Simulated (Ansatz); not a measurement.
Se₃⁺ (the lowest doublet isomer of a short search), 3 atoms. Hardware: 4 threads of Arm Neoverse V1 on a shared host.

Correlated methods freeze 27 core orbitals; core or outer-core shells of Se are correlated, in sets that lack core-valence functions. In CCSD on the charge 1 doublet the largest single amplitude is 0.18, so its Hartree–Fock determinant may place the open shell otherwise than the density functionals do.

Question: How many basis functions does each of these Ansatz runs have, and roughly what does it cost? PBE-D4/def2-TZVP, charge 0 singlet at the geometry of the charge 1 doublet, energy, from earlier orbitals; HF/STO-3G, charge 1 quartet, energy; PBE0-D4/def2-SVP, charge 1 quartet, energy with a search over starts; PBE-D4/def2-TZVP, charge 1 doublet, energy, from earlier orbitals; r2SCAN-D4/def2-TZVP, charge 1 doublet, frequencies; r2SCAN-D4/def2-TZVP, charge 1 quartet, relaxation, 7 steps; CCSD(T)/def2-SVP, charge 1 doublet, energy, from earlier orbitals; r2SCAN-D4/def2-TZVP, charge 0 triplet at the geometry of the charge 1 doublet, energy, from earlier orbitals; MP2/def2-TZVP, charge 1 quartet, energy, from earlier orbitals; HF/def2-TZVP, charge 1 doublet, energy, from earlier orbitals; PBE-D4/def2-TZVP, charge 1 quartet, energy, from earlier orbitals; r2SCAN-D4/def2-TZVP, charge 1 doublet, energy, from earlier orbitals.

Answer: Other jobs shared the machine, so times can vary by a factor of up to 3. A dash marks memory too small to be measured apart from the calling script's.

| run | functions | fitting or Cholesky vectors | wall time | peak host memory (GiB) |
| --- | --- | --- | --- | --- |
| HF/STO-3G, charge 1 quartet, energy | 54 | 536 | 0.45 s | – |
| PBE-D4/def2-TZVP, charge 0 singlet at the geometry of the charge 1 doublet, energy, from earlier orbitals | 144 | 1161 | 1.2 s | – |
| PBE-D4/def2-TZVP, charge 1 quartet, energy, from earlier orbitals | 144 | 1161 | 2.1 s | – |
| PBE-D4/def2-TZVP, charge 1 doublet, energy, from earlier orbitals | 144 | 1161 | 2.5 s | – |
| PBE0-D4/def2-SVP, charge 1 quartet, energy with a search over starts | 96 | 921 | 3.1 s | – |
| MP2/def2-TZVP, charge 1 quartet, energy, from earlier orbitals | 144 | 984 | 4.3 s | – |
| r2SCAN-D4/def2-TZVP, charge 1 doublet, energy, from earlier orbitals | 144 | 1161 | 7 s | – |
| HF/def2-TZVP, charge 1 doublet, energy, from earlier orbitals | 144 | 985 | 7 s | – |
| r2SCAN-D4/def2-TZVP, charge 0 triplet at the geometry of the charge 1 doublet, energy, from earlier orbitals | 144 | 1161 | 7.5 s | – |
| CCSD(T)/def2-SVP, charge 1 doublet, energy, from earlier orbitals | 96 | 921 | 9.5 s | – |
| r2SCAN-D4/def2-TZVP, charge 1 quartet, relaxation, 7 steps | 144 | 1161 | 24 s | – |
| r2SCAN-D4/def2-TZVP, charge 1 doublet, frequencies | 144 | 1161 | 43 s | – |
